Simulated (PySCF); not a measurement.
CH6OSeSi.
Numbering: `[CH3:1][O:2][SiH2:3][SeH:4]` (hydrogens: H5, H6, H7 on C1; H8, H9 on Si3; H10 on Se4)

Geometry (PBE0-D3(BJ)/def2-SVP, Å), atoms numbered from 1 in this order:
```
atom  x, y, z in Å
C1    -1.6094   -0.3607   -0.3845
O2    -0.2208   -0.4247   -0.5630
Si3    0.8651    0.6212    0.1333
Se4    2.9616   -0.2192   -0.0430
H5    -2.0562    0.4919   -0.9276
H6    -1.8897   -0.2711    0.6819
H7    -2.0587   -1.2853   -0.7772
H8     0.9190    1.9356   -0.5722
H9     0.4785    0.8225    1.5640
H10    2.6636   -1.3373    0.8655
```

Computed, not measured: PySCF, PBE0-D3(BJ)/def2-SVP geometry optimisation, gas phase.

Masses are those of the commonest isotopes; rigid-rotor values at the optimised geometry. The values belong to one conformer with, in the numbering `[CH3:1][O:2][SiH2:3][SeH:4]`, C1–O2–Si3–Se4 166°, O2–Si3–Se4–H -67°.

Problem. Give the principal moments of inertia and the rotational constants in cm⁻¹.

Solution. Ia = 36.04, Ib = 390.53, Ic = 413.04 u·Å²; 505379 MHz·u·Å²/I gives 14024, 1294 and 1224 MHz, that is A = 0.46778, B = 0.04317, C = 0.04081 cm⁻¹.

Problem. Classify the top.

Solution. A near-prolate asymmetric top; Ray's κ = -0.989.

Problem. What does the inertial defect say?

Solution. Not planar: Δ = Ic − Ia − Ib = -13.52 u·Å². For a rigid frame Δ = −2 Σ m c², so Σ m c² = 6.76 u·Å² lies off the ab plane: 6.23 from hydrogen and 0.54 from heavier atoms. The atom farthest from that plane is 1.30 Å away.

Problem. Predict some low-J microwave lines.

Solution. The dipole components are |μa| = 1.69 D, |μb| = 0.41 D, |μc| = 0.91 D. The squared components, which scale the intensities, stand as 1.00 : 0.06 : 0.29 (a : b : c). Some of the stronger lines:

```csv
type,branch,"J(Ka,Kc)",MHz,lower level (cm⁻¹)
a,Q,"5(1,4) ← 5(1,5)",1058,1.668
a,R,"2(1,2) ← 1(1,1)",4965,0.509
a,R,"4(1,4) ← 3(1,3)",9929,0.923
a,R,"4(0,4) ← 3(0,3)",10068,0.504
a,R,"4(2,3) ← 3(2,2)",10070,2.207
a,R,"4(3,1) ← 3(3,0)",10071,4.336
c,Q,"5(1,5) ← 5(0,5)",12244,1.259
a,R,"5(1,5) ← 4(1,4)",12411,1.254
a,R,"5(0,5) ← 4(0,4)",12582,0.840
a,R,"5(3,3) ← 4(3,2)",12589,4.672
c,R,"3(1,2) ← 2(0,2)",20529,0.252
c,Q,"5(2,4) ← 5(1,4)",37767,1.703
c,Q,"2(2,1) ← 2(1,1)",38189,0.681
c,R,"2(2,1) ← 1(1,1)",43365,0.509
c,R,"3(2,2) ← 2(1,2)",45953,0.674
c,Q,"5(3,3) ← 5(2,3)",63817,2.963
c,Q,"3(3,1) ← 3(2,1)",63823,2.207
c,R,"3(3,1) ← 2(2,1)",71377,1.955
c,R,"5(3,2) ← 4(2,2)",76410,2.543
c,R,"5(3,3) ← 4(2,3)",76414,2.543
c,Q,"5(5,1) ← 5(4,1)",114883,8.072
c,R,"5(5,1) ← 4(4,1)",127472,7.652
```

Problem. Estimate the classical rotational partition function at 100 K, 298.15 K and 500 K.

Solution. Point group C1, symmetry number σ = 1; q = (√π/σ)·√((kT/h)³/(ABC)), k/h = 20836.6 MHz/K: 35800 at 100 K, 184000 at 298.15 K, 400000 at 500 K.

No PBE0-D3(BJ)/def2-SVP frequencies stand behind this structure, so it isn't proved a minimum. No vibrational averaging or centrifugal distortion is included, and the geometry carries the error of its method. A rigid rotor knows nothing of internal rotation, which can split or shift real lines.
